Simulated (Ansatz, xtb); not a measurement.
Relative energy of two isomers of C4H12Si

Structure X: `CC[SiH](C)C`, a singlet. Structure Y: `C[Si](C)(C)C`, a singlet. Both are isolated molecules in the gas phase, relaxed with PBE-D3(BJ)/def2-SVP; each stands in its lowest conformer found.

Quicker runs give these differences E(Y) − E(X): GFN2-xTB +0.148 eV; HF/STO-3G −0.547 eV (at GFN2-xTB geometries); r2SCAN-D4/def2-SVP −0.517 eV (at GFN2-xTB geometries).

Question: Estimate E(Y) − E(X) at the level CCSD(T)/def2-SVP + ΔMP2/def2-TZVPP.

Answer: Calculated at CCSD(T)/def2-SVP + ΔMP2/def2-TZVPP: E(Y) − E(X) = −0.551 eV, so structure Y lies lower.

How the difference moves with the method:

```csv
level,geometry,E(Y) − E(X) (eV),departure from the last row (eV),"job, with rough time for the two"
GFN2-xTB,GFN2-xTB,+0.148,+0.699,"optimisation, 0.17 s"
HF/STO-3G,GFN2-xTB,−0.547,+0.004,"single point, 0.48 s"
r2SCAN-D4/def2-SVP,GFN2-xTB,−0.517,+0.035,"single point, 4 s"
PBE-D3(BJ)/def2-SVP,PBE-D3(BJ)/def2-SVP,−0.480,+0.071,"optimisation, 16 s"
HF/def2-SVP,PBE-D3(BJ)/def2-SVP,−0.464,+0.088,part of the CCSD(T) run
MP2/def2-SVP,PBE-D3(BJ)/def2-SVP,−0.477,+0.074,part of the CCSD(T) run
CCSD(T)/def2-SVP,PBE-D3(BJ)/def2-SVP,−0.440,+0.111,single point
CCSD(T)/def2-SVP + ΔMP2/def2-TZVPP,PBE-D3(BJ)/def2-SVP,−0.551,,"single point, 52 s"
```

As drawn, Y has 1 C–Si, 1 C–H in place of 1 C–C, 1 Si–H.

GFN2-xTB puts the two in the other order. The largest departure from CCSD(T)/def2-SVP + ΔMP2/def2-TZVPP is that of GFN2-xTB, 0.699 eV. The last row adds to CCSD(T) the change of the MP2 difference between the two basis sets, here −0.111 eV.

With thermal terms from frequencies at re-optimised GFN2-xTB minima (ideal gas, soft modes damped towards free rotors, one conformer each, 298.15 K, 1 atm): the zero-point term adds +0.012 eV; ΔH is −0.518 and ΔG −0.502 eV.

The correlated steps freeze 9 core orbitals. Codes used: Ansatz 0.2.0, xtb 6.7.1; the last row on 2 threads of Intel(R) Xeon(R) Platinum 8375C CPU @ 2.90GHz (Ice Lake) on a shared host.
